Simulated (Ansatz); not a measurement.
Basis sets compared for Te₁₄Mo₃. The state is a singlet with charge 0. Geometry PBE-D4/def2-SVP. Ansatz on 2 threads of AMD EPYC 7R13 on a shared host and a share (18 GiB) of an NVIDIA H100 80GB HBM3; times are rough, and most runs start from earlier orbitals.

```xyz
17

Mo    1.519   -0.526   -0.554
Mo   -0.594    1.451   -0.515
Mo   -0.916   -0.945    1.077
Te   -0.909   -1.019   -1.618
Te    0.955    0.909    1.658
Te    1.976    0.157   -3.246
Te    3.359    1.587   -0.815
Te    1.899   -3.220   -0.933
Te    3.088   -1.991    1.161
Te   -3.326    1.494   -0.991
Te   -1.961    2.907    1.409
Te   -0.071    2.053   -3.172
Te    1.295    3.465   -0.771
Te   -3.675   -0.813    0.540
Te   -2.293    0.617    2.971
Te   -0.768   -3.679    0.854
Te    0.425   -2.447    2.945
```

In the def2 sets Mo, Te take a core potential; there is no spin–orbit coupling. Single mean-field runs in def2-SVP, def2-TZVP are fitted with def2-universal-jkfit. The restricted singlet is unstable towards broken spin symmetry in Hartree–Fock (as tested in another run); at PBE-D4/def2-SVP, PBE-D4/def2-TZVP, PBE0-D4/def2-SVP, PBE0-D4/def2-TZVP this wasn't settled. The order of the spin states hangs on the level: the triplet lies 0.08 eV below the singlet at PBE0-D4/def2-SVP, but 0.31 eV above it at PBE-D4/def2-SVP.

```csv
level,functions,energy (Eh),HOMO (eV),LUMO (eV),wall time
PBE-D4/def2-SVP,457,-3957.8152,-4.53,-4.03,5.5 s
PBE0-D4/def2-SVP,457,-3957.8190,-5.25,-3.61,10 s
```

Problem. Estimate the rows for PBE-D4/def2-TZVP, PBE0-D4/def2-TZVP.

Solution. 
| level | functions | energy (Eh) | HOMO (eV) | LUMO (eV) | wall time |
| --- | --- | --- | --- | --- | --- |
| PBE-D4/def2-TZVP | 820 | -3958.0379 | -4.55 | -4.04 | 9.6 s |
| PBE0-D4/def2-TZVP | 820 | -3958.0336 | -5.19 | -3.58 | 17 s |
